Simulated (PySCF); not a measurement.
CH7GeN, SMILES N[CH2][GeH3], PBE0/def2-SVP optimised geometry.

```
10

N      1.64    -0.83     0.00
C      0.19    -0.83     0.00
Ge    -0.47     1.02     0.00
H      2.01    -1.78     0.10
H      2.00    -0.47    -0.88
H     -0.30    -1.39    -0.83
H     -0.17    -1.29     0.93
H     -0.10     1.73     1.31
H     -2.01     1.04    -0.17
H      0.17     1.78    -1.18
```

Density from PySCF 2.14.0 with PBE0/def2-TZVP at that geometry.

Minimum of the electron density along straight lines between bonded atoms, close to the bond critical point (lines longer than 1.1 times the sum of covalent radii, or with two minima, are not listed):

| bond | length / Å | ρ at the minimum / e bohr⁻³ | ∇²ρ there / e bohr⁻⁵ | position (fraction from the first atom) |
|---|---|---|---|---|
| N1–C2 | 1.450 | 0.272 | (withheld) | 0.59 |
| C2–Ge3 | 1.967 | 0.128 | (withheld) | 0.53 |
| N1–H4 | 1.018 | 0.335 | -1.57 | 0.73 |
| N1–H5 | 1.018 | 0.336 | -1.58 | 0.73 |
| C2–H6 | 1.111 | 0.268 | -0.88 | 0.64 |
| C2–H7 | 1.103 | 0.273 | -0.92 | 0.64 |
| Ge3–H8 | 1.539 | 0.133 | 0.06 | 0.59 |
| Ge3–H9 | 1.543 | 0.131 | 0.06 | 0.59 |
| Ge3–H10 | 1.544 | 0.131 | 0.06 | 0.59 |

Problem. Some entries are withheld; supply them.

Solution. 
- N1–C2, ∇²ρ there / e bohr⁻⁵: -0.70
- C2–Ge3, ∇²ρ there / e bohr⁻⁵: 0.08
